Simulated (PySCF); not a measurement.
# Xe: ionisation energy

Xe [Xe] (1S) → Xe⁺ [Kr] 4d10 5s2 5p5 (2P), as a difference of total energies. Calculation: PySCF 2.14, in aug-cc-pVTZ-PP with ECP28MDF (6s5p4d2f, 55 functions); scalar relativity through the core potential. Correlated levels: valence: 4s2 4p6 4d10 frozen. The calculations carry no spin-orbit coupling.

```
           method  ionisation energy (eV)  error (eV)
              UHF                  11.465      -1.100
    MP2 (valence)                  12.307      -0.258
SCS-MP2 (valence)                  12.236      -0.329
   CCSD (valence)                  12.202      -0.363
CCSD(T) (valence)                  12.248      -0.317
```

Reference: 12.565 eV (measured; NIST levels, between the centres of gravity of the two terms).

Errors of the correlated levels include the incompleteness of this basis and the frozen core.
